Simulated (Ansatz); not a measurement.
Series BiH2X: r2SCAN-D4/def2-TZVP single points in Ansatz on relaxed structures, gas phase. Core potentials for Bi, I, no spin–orbit coupling. Binding counts from free atoms in the multiplicity of their measured ground term, without zero-point energy. The structures are stationary points that may keep the symmetry of their start. Remarks come from the PBE and PBE0 runs and from stability tests at other levels; not every state was tested. HOMO above LUMO (over both spins in singlets and doublets, within one spin in higher multiplets; at PBE or PBE0), or a gap under 0.15 eV within one spin, warns that the state may not be the lowest or that an electron is smeared out.

| species | atoms | state | geometry | HOMO (eV) | LUMO (eV) | gap (eV) | vertical IE (eV) | vertical triplet (eV) | binding per atom (eV) | point group (within 0.1 Å) | remarks |
| --- | --- | --- | --- | --- | --- | --- | --- | --- | --- | --- | --- |
| BiH2Br | 4 | singlet | r2SCAN-D4/def2-TZVP | -6.75 | -2.57 | 4.18 | 9.63 | 3.70 | 1.97 | Cs | – |
| BiH2I | 4 | singlet | PBE-D4/def2-TZVP | -6.36 | -2.80 | 3.56 | 9.12 | 3.21 | 1.85 | Cs | – |
| BiH2(CF3) (CH2BiF3) | 7 | singlet | r2SCAN-D4/def2-SVP | -7.18 | -1.71 | 5.47 | 10.03 | 4.46 | 3.21 | – | – |
| BiH2(SiH3) (SiBiH5) | 7 | singlet | PBE-D4/def2-TZVP | -6.59 | -1.04 | 5.55 | 9.23 | 4.53 | 2.46 | – | – |
| BiH2(vinyl) (C2H5Bi) | 8 | singlet | PBE-D4/def2-TZVP | -6.58 | -1.10 | 5.49 | 9.28 | 4.08 | 3.37 | – | – |
| BiH2(OMe) (CH5BiO) | 8 | singlet | r2SCAN-D4/def2-TZVP | -6.07 | -1.72 | 4.35 | 9.18 | 3.97 | 3.11 | – | gap within one spin near zero at PBE or PBE0 (+1 doublet) |
| BiH2(SMe) (CH5BiS) | 8 | singlet | r2SCAN-D4/def2-TZVP | -5.56 | -1.72 | 3.84 | 8.44 | 3.59 | 2.99 | – | – |
| BiH2(OEt) (C2H7BiO) | 11 | singlet | PBE0-D4/def2-SVP | -5.88 | -1.80 | 4.08 | 8.76 | 3.63 | 3.44 | – | – |
| BiH2(iPr) (C3H9Bi) | 13 | singlet | PBE0-D4/def2-SVP | -5.98 | -0.80 | 5.17 | 8.53 | 4.18 | 3.55 | Cs | – |

(1) Estimate the rows for BiH2F (singlet, PBE-D4/def2-TZVP geometry); BiH2Cl (singlet, PBE0-D4/def2-TZVP geometry); BiH2Me (CH5Bi) (singlet, PBE-D4/def2-TZVP geometry); BiH2(NMe2) (C2H8BiN) (singlet, PBE-D4/def2-SVP geometry).

(1) 
```tsv
species	atoms	state	geometry	HOMO (eV)	LUMO (eV)	gap (eV)	vertical IE (eV)	vertical triplet (eV)	binding per atom (eV)	point group (within 0.1 Å)
BiH2F	4	singlet	PBE-D4/def2-TZVP	-7.22	-2.29	4.93	10.32	4.15	2.28	Cs
BiH2Cl	4	singlet	PBE0-D4/def2-TZVP	-6.95	-2.34	4.61	9.89	3.99	2.06	Cs
BiH2Me (CH5Bi)	7	singlet	PBE-D4/def2-TZVP	-6.46	-0.72	5.74	9.29	4.74	2.95	–
BiH2(NMe2) (C2H8BiN)	12	singlet	PBE-D4/def2-SVP	-5.02	-1.45	3.58	7.71	3.23	3.34	–
```

The gap (eV) runs from 3.56 (BiH2I) to 5.74 (BiH2Me). The vertical IE (eV) runs from 7.71 (BiH2(NMe2)) to 10.32 (BiH2F). The vertical triplet (eV) runs from 3.21 (BiH2I) to 4.74 (BiH2Me).
